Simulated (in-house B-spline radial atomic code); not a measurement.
A calculation on Be⁺: its settings, and results tabulated from the run. Level of theory: Dirac-Kohn-Sham LDA VWN5, spherical fractional occupations, Fermi nucleus of rms radius 2.519 fm, inside a hard spherical wall at 2.47 bohr; calculated with a B-spline radial code for spherical atoms.

Command:
```bash
python run_scf.py task.json out
```
Settings (nuclear radius in fm, mass in u):
```
Z                4
configuration    [He] 2s1
hamiltonian      dirac
method           lda,vwn
spin_polarised   False
nucleus          fermi
rms_radius       2.519
atomic_mass      9.01218
speed_of_light   137.035999084
wall_radius      2.47
```

Output (hartree, bohr):
```
 radial grid: 62 intervals, B-splines of order 8, outer radius 2.47 bohr

 iter        energy (Eh)    residual
    1         -13.331915    1.15e-01
    2         -13.491074    1.85e-02
    3         -13.494826    7.77e-03
    4         -13.495492    3.24e-03
    5         -13.495629    5.45e-04
    6         -13.495633    5.70e-07
    7         -13.495633    1.31e-08

 total energy                       -13.49563
 kinetic                              15.7607
 electron-nucleus                    -33.3042
 Hartree                               6.5318
 exchange-correlation                 -2.4839

 first-order corrections (not in the total)
   Gaunt                             0.0007
   retardation                      -0.0000
   frequency dependence              0.0000
   self-energy                       0.0004
   Uehling                          -0.0000
   Wichmann-Kroll                    0.0000

 orbital      occ     eigenvalue          <r>       <r^2>       <1/r>     <1/r^3>       <r^4>       r_max    small
 1s1/2      2.000        -3.9810      0.42862     0.25089     3.60375           -    0.168904      0.2697  1.73e-04
 2s1/2      1.000         0.2130      1.36415      2.0831     1.11855           -     5.67677       1.425  7.30e-05
```

Time taken, with all properties: 0.08 s on 1 thread of Arm Neoverse V2, with other jobs on the host.

For the Dirac Hamiltonian the kinetic term is c α·p + (β - 1)c².
